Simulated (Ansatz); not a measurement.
Ansatz (a program for electronic structure) input:

Ansatz 0.2 input:
```yaml
crystal:
  periodic: [false, false, false]
  atoms:
    - {symbol: Ca, position_ang: [-0.00000000, -0.00000000, -0.60863799]}
    - {symbol: F, position_ang: [0.00000000, 0.00000000, 1.35252886]}
basis:
  gaussian:
    orbitals: def2-TZVP
hamiltonian:
  xc: {name: HF}
magnetization: {spin_polarized: true, initial_magnetization: 1}
relax: {f_tol: 0.003, max_steps: 100}
```

Question: Predict the final energy.

Answer: -776.30707 Eh (HF/def2-TZVP). The basis has 67 functions.
